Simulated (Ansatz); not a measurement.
Ansatz (a program for electronic structure) input (CCSD(T)/def2-SVPD):

Ansatz 0.2 input:
```yaml
crystal:
  periodic: [false, false, false]
  atoms:
    - {symbol: C, position_ang: [-1.85368168, 0.07375943, -0.11011714]}
    - {symbol: In, position_ang: [0.31493714, -0.01279911, 0.01739074]}
    - {symbol: H, position_ang: [-2.27071812, -0.01852115, 0.89496088]}
    - {symbol: H, position_ang: [-2.17490140, 1.03036207, -0.52118036]}
    - {symbol: H, position_ang: [-2.24506523, -0.73722476, -0.72201864]}
    - {symbol: H, position_ang: [1.21765101, 1.40458056, 0.45973600]}
    - {symbol: H, position_ang: [1.16320413, -1.49459677, -0.30294158]}
basis:
  gaussian:
    orbitals: def2-SVPD
magnetization: {spin_polarized: true, initial_magnetization: 2}
correlation: {method: ccsd_t, electrons: outside_noble_gas}
```

End of the output:

```
determinant -6250.63629813 eV, -229.7066471229 hartree, with singles and doubles -6257.43110630 eV, -229.9563517175 hartree
determinant -6249.89949350 eV, -229.6795700522 hartree, with singles and doubles -6256.92768514 eV, -229.9378513312 hartree
determinant -6249.56001200 eV, -229.6670943372 hartree, with singles and doubles -6256.29832492 eV, -229.9147227695 hartree
determinant -6249.15933723 eV, -229.6523698107 hartree, with singles and doubles -6255.77941665 eV, -229.8956532422 hartree
determinant -6249.11535136 eV, -229.6507533601 hartree, with singles and doubles -6255.81678756 eV, -229.8970265979 hartree
determinant -6248.71982085 eV, -229.6362178818 hartree, with singles and doubles -6255.43066995 eV, -229.8828370374 hartree
determinant -6252.12880146 eV, -229.7614956085 hartree, with singles and doubles -6258.85914955 eV, -230.0088313387 hartree
determinant -6251.60512459 eV, -229.7422508384 hartree, with singles and doubles -6258.59663666 eV, -229.9991841681 hartree
10 core orbitals not correlated, not the lowest: weight in the atoms' cores, before any rotation towards them, 0.523 or more for the frozen orbitals, at most 0.465 for the correlated occupied ones
reference -6252.12880146 eV, -229.7614956085 hartree; 7, 5 occupied and 75, 77 virtual orbitals, 1023 factors
second order -5.53264038 eV of doubles, -0.00000000 eV of singles
coupled cluster: 1.57 GiB planned
cycle   1  -6.73034821 eV  change   -1.2e-7 eV  update   7.6e-6
perturbative correction -0.19835907 eV, -0.0072895612 hartree
Total energy: -6259.05750873 eV, -230.0161209043 hartree
```

This state (charge 0, triplet) is run at the relaxed geometry of the species with charge 0 and multiplicity 1, and is a spin state other than that species' own.
